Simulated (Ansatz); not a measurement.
SnH3(NHMe) (CH7NSn), relaxed as a singlet with RKS B3LYP-D4/def2-SVP in Ansatz, starting from the GFN2-xTB geometry. Force threshold 0.02 eV/Å.

In the def2 sets Sn takes a core potential; there is no spin–orbit coupling.

Start:

```xyz
10

Sn   -1.3836    0.5824    0.3656
H    -1.6405    1.6125    1.6331
H    -1.6849    1.3097   -1.0893
H    -2.3803   -0.7661    0.4977
N     0.5984    0.2635    0.3811
C     1.2439   -0.6105   -0.5750
H     0.9787    0.0935    1.3029
H     1.0733   -1.6757   -0.3855
H     0.8764   -0.3815   -1.5733
H     2.3186   -0.4277   -0.5572
```

Problem. Estimate the energy that the relaxation releases and the steps that it takes.

Solution. 13.1 kJ/mol, in 7 steps; 16 s on 4 threads of Arm Neoverse N1 on a shared host. No frequencies were taken in this run, so the end may be a saddle point.

Problem. Does the start keep its bonding?

Solution. By distances, no bond broke or formed. The bond that changes most is Sn1–H2, from 1.65 to 1.72 Å (atoms count from 1).

Problem. Predict the relaxed structure.

Solution. 
Cartesian coordinates in Å:
```
Sn -1.396 0.608 0.369
H -1.710 1.670 1.682
H -1.732 1.339 -1.149
H -2.330 -0.842 0.530
N 0.634 0.280 0.394
C 1.247 -0.616 -0.572
H 0.990 0.117 1.335
H 1.022 -1.697 -0.439
H 0.927 -0.348 -1.594
H 2.348 -0.511 -0.555
```
Bond lengths: 1 × N–Sn 2.06 Å; 1 × C–N 1.45 Å; 3 × H–Sn 1.72 to 1.73 Å; 3 × C–H 1.10 to 1.11 Å; 1 × H–N 1.02 Å.
